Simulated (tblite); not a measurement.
Species: C₇H₁₁PSSi.
Z-matrix (Å and degrees, GFN2-xTB geometry), rows numbered from 1:
```
C 
C   1  1.3263
C   2  1.4552  1  125.45
C   3  1.3515  2  121.56  1  -145.05
P   4  1.8007  3  110.24  2   172.21
C   5  1.8400  4  108.45  3   115.67
S   5  1.9454  4  115.83  3  -113.67
C   5  1.8074  4   90.45  3     7.41
C   8  1.3443  5  111.17  4    -5.50
Si  9  1.8894  3  126.12  2     8.87
H   1  1.0764  2  122.20  3    -0.74
H   1  1.0766  2  121.40  3   177.35
H   2  1.0836  1  119.72  3  -175.27
H   4  1.0774  3  125.15  2     2.60
H   6  1.0896  5  108.01  4    72.17
H   6  1.0897  5  108.00  4  -170.16
H   6  1.0877  5  110.85  4   -49.02
H   8  1.0770  5  123.37  4   177.69
H  10  1.4644  9  106.57  3   151.07
H  10  1.4622  9  109.25  3    32.59
H  10  1.4639  9  110.00  3   -90.30
```

Method: GFN2-xTB as coded in tblite; computed harmonic values from a numerical Hessian at the method's own geometry, unscaled. Against measured fundamentals such values can be off by several per cent, at times by over 20. Modes of hydrogen on silicon can be 10 to 20 % off. One conformer, not necessarily the lowest.

Harmonic wavenumbers (cm⁻¹): 54.5, 55.6, 102.9, 144.6, 157.7, 169.6, 171.8, 187.9, 212.1, 236.7, 281.3, 352.9, 374.7, 396.9, 469.9, 543.5, 552.4, 603.5, 645.9, 679.8, 690.1, 732.9, 754.5, 765.6, 774.1, 781.9, 799.7, 802.1, 809.9, 848.2, 860.4, 896.2, 973.8, 1005.0, 1028.1, 1101.2, 1154.8, 1283.9, 1289.5, 1304.8, 1401.2, 1407.5, 1421.0, 1516.0, 1570.8, 1673.7, 2256.4, 2261.1, 2276.6, 2992.2, 2996.4, 3012.8, 3043.0, 3093.0, 3094.8, 3109.3, 3135.5.

A = 1418, B = 525.7, C = 469.8 MHz; mass 186.009 u (most abundant isotopes); point group C1, symmetry number 1.

**Question.** Zero-point energy?

**Answer.** Half the sum of the wavenumbers: 32656 cm⁻¹ = 390.65 kJ/mol.

**Question.** Entropy at 273.15 K, 1 bar (ideal gas, RRHO, classical rotation)?

**Answer.** Translation 172.21, rotation 129.43, vibration 151.63: S = 453.3 J/(mol K).

**Question.** And Cp and H(273.15 K) − H(0)?

**Answer.** Cp = 196.50 J/(mol K), of which vibrations give 163.24 (their classical limit is 57 R = 473.9); H(273.15 K) − H(0) = 31.62 kJ/mol without the zero-point energy, 22.54 from vibrations.

**Question.** What must be added to the electronic energy to get the Gibbs energy at 273.15 K and 1 bar?

**Answer.** ZPE + [H(273.15 K) − H(0)] − T·S = 390.65 + 31.62 − 123.81 = 298.46 kJ/mol.

**Question.** Blend soft modes into free rotors: weight 1/[1 + (100 cm⁻¹/ν̃)⁴] for the oscillator and the rest for a rotor with moment μB/(μ + B), μ = h/(8π²ν), B = 10⁻⁴⁴ kg m². What vibrational entropy results?

**Answer.** 142.23 J/(mol K) in place of 151.63, which changes −T·S at 273.15 K by +2.57 kJ/mol.

**Question.** Which modes carry the vibrational entropy at 273.15 K?

**Answer.** 54.5 cm⁻¹: 18.72; 55.6 cm⁻¹: 18.55; 102.9 cm⁻¹: 13.51; 144.6 cm⁻¹: 10.78; 157.7 cm⁻¹: 10.09; 169.6 cm⁻¹: 9.52 J/(mol K); the other 51 give 70.46 together.

Hindered rotation and anharmonicity are outside this model. Other conformers, if any are populated, would add a mixing term that is left out. The structure is chiral; the term R ln 2 for an equal mix with its mirror image is left out.

Run on one thread of an Arm Neoverse V1, no GPU (shared host). The figure is for the frequency step alone.
